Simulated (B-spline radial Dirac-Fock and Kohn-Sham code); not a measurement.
# How the settings move the core levels of Nd⁶⁺

ΔSCF core binding energies without Breit or QED terms, calculated with an atomic code on a B-spline grid. Keys: rel is the Hamiltonian (dirac, or spin-free x2c and nr, where L3 and M5 stand for the whole 2p and 3d shells), method is hf or an exchange,correlation pair (spin-unpolarised, also for the hole states), nuc the nuclear model, radius_factor scales its radius, rmax is the box in bohr, h the logarithmic mesh step, order the B-spline order, points the quadrature points per cell, c_factor scales the speed of light, and damp, ndamp, maxit and tol steer the iteration. The run stops when the commutator error falls below 10·tol·max(1, Z/10), or the numerical noise floor, and the energy has settled to about 1e-8 Ha; the virial ratio is −V/T.

Base input:

```json
{"items": [{"Z": 60, "q": 6, "cfg": [[1, 0, 2], [2, 0, 2], [2, 1, 6], [3, 0, 2], [3, 1, 6], [3, 2, 10], [4, 0, 2], [4, 1, 6], [4, 2, 10], [4, 3, 2], [5, 0, 2], [5, 1, 4]], "A": 142, "rrms": 4.9123, "do": "settings", "holes": ["K", "L3", "M5"],
  "settings": [{"rel": "dirac", "method": "hf", "nuc": "fermi", "radius_factor": 1.0, "rmax": 45.0, "h": 0.3, "order": 8, "points": 10, "c_factor": 1.0, "maxit": 60, "damp": 0.5, "ndamp": 3, "tol": 1e-08}]}]}
```

The ground state converged in 10 iterations, with total energy -9617.03371 Ha, virial ratio 1.92732 and highest orbital energy -92.67 eV. ΔSCF binding energies: K (1s) 43837.7 eV, L3 (2p3/2) 6318.6 eV, M5 (3d5/2) 1077.3 eV.

Changes from the base run:

```
                          changed setting  Δ total energy (Ha)  Δ K (eV)  Δ L3 (eV)  Δ M5 (eV)  iterations
radius_factor = 0.8; rmax = 30.0; h = 0.4             -0.16734     +2.00      +0.02      +0.02          10
                           nuc = "sphere"             +0.00078     -0.01       0.00       0.00          10
                               rel = "nr"                    ?         ?          ?          ?           ?
                             tol = 0.0001              0.00000      0.00       0.00       0.00           9
 rel = "nr"; method = "lda,"; rmax = 30.0           +351.00579  -2279.43     -38.15     +13.64           9
                           c_factor = 1.5           +198.04022  -1312.24      -0.90     +12.91          10
                          method = "lda,"             +8.70839    -16.06     -33.56      -9.00           9
```

Q: What does the change rel = "nr" do?

A: The total energy moves by +341.62261 Ha and the binding energies by K -2257.22 eV, L3 -3.55 eV, M5 +22.74 eV; the run takes 10 iterations.
